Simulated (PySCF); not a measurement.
**Cobalt: a sound run and one with changed settings**

Sound run: Co²⁺ [Ar] 3d7, Co³⁺ [Ar] 3d6. Computed with PySCF 2.14 in x2c-TZVPall (6s5p4d1f, 48 functions), with scalar relativity by spin-free X2C-1e. In the sound run the correlated levels freeze [Ar]. The sound run starts from symmetry-adapted Hartree-Fock orbitals and uses a fine grid where one is needed.

Changed run: basis STO-3G, all-electron and non-relativistic. This setting is unsound on purpose.

```
species  method  sound run (hartree)  changed run (hartree)  converged
   Co²⁺     UHF          -1391.04281            -1365.36838        yes
   Co²⁺    PBE0          -1392.08082            -1366.14205        yes
   Co²⁺     LDA          -1389.60382            -1363.54239        yes
   Co²⁺     MP2          -1391.18817            -1365.36885        yes
   Co³⁺     UHF          -1389.89720            -1364.82871        yes
   Co³⁺    PBE0          -1390.84317            -1365.53593        yes
   Co³⁺     LDA          -1388.34136            -1362.93731        yes
   Co³⁺     MP2          -1389.98595            -1364.82878        yes
```

Ionisation energy of Co²⁺:

| method | sound run (eV) | changed run (eV) |
| --- | --- | --- |
| UHF | 31.174 | 14.685 |
| PBE0 | 33.678 | 16.493 |
| LDA | 34.353 | 16.465 |
| MP2 | 32.714 | 14.696 |
| SCS-MP2 | 32.756 | 14.697 |

A minimal basis cannot let orbitals breathe on ionisation and holds almost no correlation. The Hamiltonian changed with the basis, so the totals do not compare.

For comparison, NIST gives 33.5 ± 0.06 eV between the lowest levels.
